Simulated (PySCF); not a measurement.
## Basis and Hamiltonian dependence of the excitation energy of I²⁺

I²⁺ [Kr] 4d10 5s2 5p3 (4S) → I²⁺ [Kr] 4d10 5s2 5p2 6s1 (4P). Calculated with PySCF 2.14 from differences of total energies of unrestricted determinants, without spin-orbit coupling. Values in eV.

```
                                                                 basis       Hamiltonian  functions     UHF  r2SCAN    PBE0  MP2 (valence)  CCSD(T) (valence)
                                        aug-cc-pwCVDZ-PP with ECP28MDF               ECP         48  15.219  15.476  15.065         15.154             15.047
     x2c-TZVPPall with one added diffuse shell each of s, p, d, f type     spin-free X2C         76  15.209  15.433  15.052         15.159             15.103
                                        aug-cc-pwCVTZ-PP with ECP28MDF               ECP         96  15.210  15.470  15.028         15.203             15.147
                                                       aug-cc-pVQZ-DK3     spin-free X2C        102  15.233  15.501  15.077         15.246             15.190
aug-cc-pwCVTZ-DK3 with one added diffuse shell each of s, p, d, f type     spin-free X2C        125  15.219  15.495  15.063         15.210                n/a
                                                            dyall-av2z  non-relativistic        130  15.400  15.689  15.316         15.335             15.217
```

Frozen in the all-electron rows: valence: [Kr] 4d10; with a core potential, the same shells as far as they lie outside it.

Non-relativistic rows lack the scalar-relativistic shift.
